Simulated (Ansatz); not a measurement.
`FB(F)C[SiH3]` → `[CH2]` (triplet) + `FB(F)[SiH3]`  (formal loss of a carbene)

Isolated molecules relaxed with PBE0-D4/def2-TZVP in Ansatz; ΔE leaves out vibrations. CCSD(T)/CBS adds triple-zeta CCSD(T) − MP2 to the extrapolated MP2 energy (def2 sets, frozen cores). This one scheme is used for every species. Triplets are unrestricted, without spin–orbit coupling. Each species was taken in one conformer, which may not be the lowest.

`FB(F)C[SiH3]`:

```xyz
10

F    -2.022   -1.272    0.585
B    -1.176   -0.945   -0.379
F    -1.694   -0.822   -1.591
C     0.322   -0.684   -0.098
Si    0.670    1.118    0.340
H     0.930   -0.916   -0.977
H     0.670   -1.284    0.747
H     0.262    2.005   -0.780
H     2.123    1.295    0.594
H    -0.086    1.504    1.559
```

`[CH2]` (triplet):

```xyz
3

C    -0.191    0.160   -0.118
H    -0.124   -0.814   -0.578
H     0.315    0.654    0.696
```

`FB(F)[SiH3]`:

```xyz
7

F    -1.987   -0.461   -0.814
B    -0.675   -0.352   -0.900
F    -0.142   -0.637   -2.073
Si    0.479    0.244    0.666
H    -0.295    0.233    1.933
H     0.961    1.626    0.398
H     1.658   -0.653    0.789
```

| species | CCSD/def2-TZVPP energy (Eh) |
| --- | --- |
| `FB(F)C[SiH3]` | -554.47315 |
| `[CH2]` (triplet) | -39.07515 |
| `FB(F)[SiH3]` | -515.20875 |

Work out ΔE.

ΔE = (-39.07515) + (-515.20875) − (-554.47315) = 0.18925 Eh = +496.9 kJ/mol. CCSD(T)/CBS gives +519.0 kJ/mol.

Largest T1 diagnostic among the species: 0.014.

In def2-TZVPP, CCSD(T) changes the Hartree–Fock value by +131.8 kJ/mol (the triples alone add +10.2 kJ/mol) and MP2 by +151.4 kJ/mol. The D4 term adds +10.6 kJ/mol with B3LYP and +5.7 kJ/mol with PBE0; it sums over pairs of atoms, weighted by their polarisabilities, and B3LYP, whose exchange is more repulsive, gets the larger term.

B3LYP here is the variant with VWN-RPA as its local correlation; programs differ in this.
